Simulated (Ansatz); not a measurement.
Relaxation of the cluster Li4O2⁻ with UKS r2SCAN-D4/def2-TZVPD.

```sh
$ ansatz run in.yaml --threads 4 --pin off --events-out ev --progress --plain --max-ram 3916MiB
```

```yaml
crystal:
  periodic: [false, false, false]
  atoms:
    - {symbol: Li, position_ang: [-0.326990, -0.155230, -2.559440]}
    - {symbol: Li, position_ang: [-0.135430, 1.251030, 0.347260]}
    - {symbol: Li, position_ang: [0.246270, -1.326370, 2.163210]}
    - {symbol: Li, position_ang: [0.310890, -0.862140, -0.282970]}
    - {symbol: O, position_ang: [0.087770, 0.190710, 1.699220]}
    - {symbol: O, position_ang: [-0.182520, 0.902000, -1.367280]}
basis:
  gaussian: {orbitals: def2-TZVPD}
total_charge: -1
magnetization: {spin_polarized: true, initial_magnetization: 1}
hamiltonian: {xc: r2scan, dispersion: d4}
scf: {lower_state_search: "off"}
output: {orbitals: {seedname: orbitals}}
relax: {f_tol: 0.02, max_steps: 100}
```

Run time 37 s (4 threads of Arm Neoverse V2 on a shared host).

Positions (Å) and forces (eV/Å) at steps 1, 2, 3, 4, 5, 6, 7, 8, 10, 13, 15 of 15:

```xyz
6
step=1 energy=-4915.3825 eV
Li   -0.327   -0.155   -2.559   -0.211   -0.168   -0.942
Li   -0.135    1.251    0.347   -0.162    0.401    0.031
Li    0.246   -1.326    2.163    0.027   -0.696    0.771
Li    0.311   -0.862   -0.283   -0.246    1.458    0.351
O     0.088    0.191    1.699    0.195   -0.232   -0.886
O    -0.183    0.902   -1.367    0.397   -0.763    0.675
6
step=2 energy=-4915.9637 eV
Li   -0.383   -0.095   -2.719   -0.104    0.076   -0.331
Li   -0.166    1.236    0.334   -0.181    0.501    0.089
Li    0.231   -1.366    2.353   -0.030   -0.084    0.350
Li    0.324   -0.710   -0.228   -0.159    0.895    0.264
O     0.135    0.109    1.650    0.177   -0.537   -0.955
O    -0.140    0.825   -1.390    0.297   -0.851    0.584
6
step=3 energy=-4916.3189 eV
Li   -0.421   -0.054   -2.785    0.004    0.255    0.126
Li   -0.222    1.289    0.340   -0.067    0.232    0.046
Li    0.207   -1.372    2.447   -0.036    0.322    0.020
Li    0.320   -0.564   -0.166    0.224   -0.287   -0.115
O     0.192    0.007    1.494    0.000   -0.396    0.372
O    -0.076    0.693   -1.330   -0.126   -0.125   -0.449
6
step=4 energy=-4916.4097 eV
Li   -0.463    0.090   -2.885    0.000    0.160    0.113
Li   -0.243    1.229    0.328   -0.084    0.035    0.025
Li    0.184   -1.291    2.621   -0.026    0.241   -0.057
Li    0.410   -0.608   -0.193    0.078   -0.126   -0.057
O     0.204   -0.064    1.491    0.030   -0.193    0.079
O    -0.092    0.643   -1.361    0.001   -0.117   -0.103
6
step=5 energy=-4916.4730 eV
Li   -0.517    0.269   -2.942    0.003    0.085    0.071
Li   -0.302    1.128    0.313   -0.010   -0.039   -0.005
Li    0.145   -1.158    2.766   -0.012    0.116   -0.030
Li    0.498   -0.671   -0.223    0.046   -0.014   -0.009
O     0.242   -0.138    1.463   -0.009   -0.081    0.003
O    -0.066    0.570   -1.376   -0.019   -0.067   -0.030
6
step=6 energy=-4916.5065 eV
Li   -0.567    0.459   -2.966    0.015    0.030    0.060
Li   -0.346    1.011    0.290   -0.018   -0.043   -0.004
Li    0.106   -1.003    2.885    0.003    0.061   -0.051
Li    0.599   -0.723   -0.248   -0.010   -0.010   -0.001
O     0.263   -0.225    1.432    0.010   -0.031    0.044
O    -0.055    0.481   -1.393   -0.001   -0.006   -0.048
6
step=7 energy=-4916.5122 eV
Li   -0.532    0.608   -2.963   -0.031    0.023   -0.123
Li   -0.412    0.908    0.275    0.039    0.043   -0.006
Li    0.145   -0.865    2.942   -0.004   -0.047    0.144
Li    0.589   -0.790   -0.264    0.056    0.016   -0.011
O     0.266   -0.284    1.414   -0.039    0.009   -0.105
O    -0.055    0.422   -1.404   -0.020   -0.044    0.101
6
step=8 energy=-4916.5115 eV rejected
Li   -0.531    0.732   -2.972    0.056   -0.050    0.147
Li   -0.425    0.845    0.262   -0.041   -0.008   -0.010
Li    0.152   -0.758    3.006    0.021    0.020   -0.140
Li    0.639   -0.817   -0.278   -0.034   -0.032   -0.013
O     0.246   -0.353    1.398    0.020   -0.010    0.187
O    -0.081    0.351   -1.417   -0.022    0.079   -0.171
6
step=10 energy=-4916.5168 eV
Li   -0.459    0.702   -2.997    0.023   -0.018    0.080
Li   -0.448    0.871    0.269   -0.008   -0.011   -0.001
Li    0.228   -0.795    3.000    0.004    0.022   -0.082
Li    0.574   -0.819   -0.270   -0.016    0.000    0.002
O     0.214   -0.332    1.410    0.007   -0.015    0.077
O    -0.109    0.373   -1.411   -0.010    0.023   -0.076
6
step=13 energy=-4916.5179 eV
Li   -0.368    0.733   -3.006    0.007   -0.010    0.046
Li   -0.498    0.853    0.270    0.008    0.010    0.002
Li    0.321   -0.767    3.003   -0.004    0.014   -0.048
Li    0.517   -0.839   -0.268    0.013    0.001   -0.001
O     0.175   -0.343    1.412   -0.007   -0.019    0.045
O    -0.147    0.362   -1.410   -0.018    0.003   -0.045
6
step=15 energy=-4916.5181 eV
Li   -0.376    0.725   -3.002    0.000    0.003   -0.007
Li   -0.490    0.859    0.270   -0.003    0.001    0.001
Li    0.312   -0.772    2.998    0.001    0.000    0.007
Li    0.523   -0.834   -0.268   -0.001   -0.003   -0.001
O     0.176   -0.341    1.412    0.001    0.000   -0.004
O    -0.146    0.363   -1.409    0.002   -0.001    0.004
```

The highest occupied level of the charge -1 doublet lies above zero (up to 0.82 eV). The electron is either unbound and held by the finite basis, or the level is raised by self-interaction error. The gap within one spin of the charge -1 doublet nearly closes, so an electron or hole may be smeared out by delocalisation error. The structure comes from a short search, and lower isomers may exist.
